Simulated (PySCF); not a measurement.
Compound: C₃H₄F₃S (doublet state).
Structure used (GFN2-xTB), in Å, numbered top down from 1:
```
atom  x, y, z in Å
C1     1.9771   -0.2859    0.0143
C2     0.5614   -0.2313   -0.3947
S3    -0.3445    1.2077   -0.1844
C4    -2.0236    0.4496    0.0340
F5    -2.3224   -0.3727   -0.9720
F6    -2.9566    1.3913    0.0847
F7    -2.0940   -0.2638    1.1581
H8     2.1866    0.4602    0.7768
H9     2.6513   -0.1102   -0.8306
H10    2.2083   -1.2786    0.4034
H11    0.1617   -0.9637   -1.0756
```

The hyperfine couplings belong to this conformer and change with its torsions.

The species is `C[CH]SC(F)(F)F` [radical].

Method: UKS B3LYP, pcH-1 on C F H S, non-relativistic, mean-field spin-orbit, GIAO (PySCF). The structure is a single GFN2-xTB conformer in the gas phase; no vibrational or solvent corrections. A GFN2-xTB geometry isn't a minimum of the functional, and hyperfine couplings can be far from their values at a DFT geometry. Stability of the SCF solution: not tested.

Task: Match the computed a_iso(13C) values +107.6, +55.5, -29.7 MHz with the sites C1; C2; C4.

Result: 
```csv
site,a_iso (MHz),ρ(0) (bohr⁻³),position,distance from C2 (Å),spin population,largest |T| (MHz)
C1,-29.7,-0.0264,1 bond from C2,1.47,-0.07,2.4
C2,+107.6,+0.0955,largest spin population,0.00,+0.87,146.8
C4,+55.5,+0.0494,2 bonds from C2,2.71,+0.03,8.7
```

Task: The isotropic 1H couplings, averaged over equivalent nuclei, are +71.1, -36.9 MHz. Assign them to H8/H9/H10; H11.

Result: 
```tsv
site	a_iso (MHz)	ρ(0) (bohr⁻³)	position	distance from C2 (Å)	bound to	spin population there	largest |T| (MHz)
H8/H9/H10	+71.1	+0.0159	β, 2 bonds from C2	2.12	C1	-0.07	8.3
H11	-36.9	-0.0083	α, 1 bond from C2	1.08	C2	+0.87	35.5
```

ρ(0) is the spin density at the nucleus and T the dipolar tensor; a_iso includes a spin–orbit part; entries for several nuclei are means. The largest Mulliken spin populations are on C2 (+0.87), S3 (+0.10) and C1 (-0.07). C2 is the only atom above +0.15. The angles at C2 add up to 357.6°, so it is nearly planar; its axial dipolar tensor and the negative coupling of its proton fit spin in a p orbital normal to that plane.

Examples of negative spin density at the nucleus (bohr⁻³): C1 (-0.0264) and H11 (-0.0083).

Nuclei that the bonding pattern makes equivalent are averaged, as if the motion that swaps them (rotation, inversion, ring flip) were fast. The three 1H nuclei of mean +71.1 MHz run from 9.3 to 124.5 MHz in the frozen geometry. The three 19F nuclei of mean +7.3 MHz run from -0.5 to 20.2 MHz in the frozen geometry.
